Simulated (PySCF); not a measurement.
Si(H)(F)(vinyl)(OH) (C2H5FOSi), SMILES O[SiH](C=C)F. Atoms are numbered in the order given.

```xyz
10

Si     0.2379    -0.1777    -0.5892
O      1.7391     0.5091    -0.6346
F      0.2639    -1.5218     0.3295
C     -1.0245     0.9323     0.1948
C     -1.7067     0.5694     1.2882
H     -0.0581    -0.5778    -1.9827
H      2.0423     0.9410     0.1697
H     -1.2183     1.9210    -0.2421
H     -2.4474     1.2250     1.7599
H     -1.5499    -0.4081     1.7572
```
Charge 0, spin multiplicity 1.

Coordinates come from a PBE0-D3(BJ)/def2-SVP optimisation. The structure was generated by enumeration, and PubChem lists no compound with its InChIKey, so it may never have been made. One conformer was computed; it need not be the lowest.

Method: B3LYP/pcSseg-1 (PySCF).

GIAO shieldings, no solvent; atoms alike by connectivity are averaged. δ = σ(ref) − σ: ²⁹Si against TMS (σ = 338.7 ppm); ¹⁷O against H2O (σ = 333.8 ppm); ¹⁹F against CFCl3 (σ = 161.7 ppm); ¹³C against TMS (σ = 181.3 ppm); ¹H against TMS (σ = 31.68 ppm), references at their B3LYP-D3(BJ)/def2-TZVP geometries, non-relativistic.

```json
[
 {"nucleus": "²⁹Si", "atoms": "Si1", "count": "1", "δ (ppm)": "-27.3"},
 {"nucleus": "¹⁷O", "atoms": "O2", "count": "1", "δ (ppm)": "69.4"},
 {"nucleus": "¹⁹F", "atoms": "F3", "count": "1", "δ (ppm)": "-175.6"},
 {"nucleus": "¹³C", "atoms": "C5", "count": "1", "δ (ppm)": "150.2"},
 {"nucleus": "¹³C", "atoms": "C4", "count": "1", "δ (ppm)": "141.6"},
 {"nucleus": "¹H", "atoms": "H9, H10", "count": "2", "δ (ppm)": "6.65"},
 {"nucleus": "¹H", "atoms": "H8", "count": "1", "δ (ppm)": "6.22"},
 {"nucleus": "¹H", "atoms": "H6", "count": "1", "δ (ppm)": "4.98"},
 {"nucleus": "¹H", "atoms": "H7", "count": "1", "δ (ppm)": "2.30"}
]
```
